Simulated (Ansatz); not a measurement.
Cartesian coordinates in Å:
```
O 0.260 1.810 -0.599
Si 0.525 0.356 0.062
Cl 2.229 0.530 1.125
C -0.671 -0.937 0.373
O 0.272 -0.994 -0.817
H -0.419 1.858 -1.277
H -1.711 -0.875 0.059
H -0.486 -1.747 1.074
```

Charge 0, multiplicity 1.

**Question.** List the B3LYP/def2-TZVPP orbital energies in eV (Ansatz 0.2.0). (Best estimate.)

**Answer.** Ansatz gave: Occupied: -2762.88, -1800.82, -521.50, -520.65, -278.11, -257.64, -196.66, -196.53, -196.52, -145.17, -100.52, -100.51, -100.47, -28.54, -27.63, -23.04, -18.05, -15.95, -13.44, -12.90, -12.02, -11.44, -10.82, -10.49, -9.68, -9.51, -8.33, -7.63. Lowest empty: -0.37, 0.65, 0.94, 1.66, 2.11, 2.21, 2.91, 3.44.

B3LYP here is the variant with VWN-RPA as its local correlation; programs differ in this.
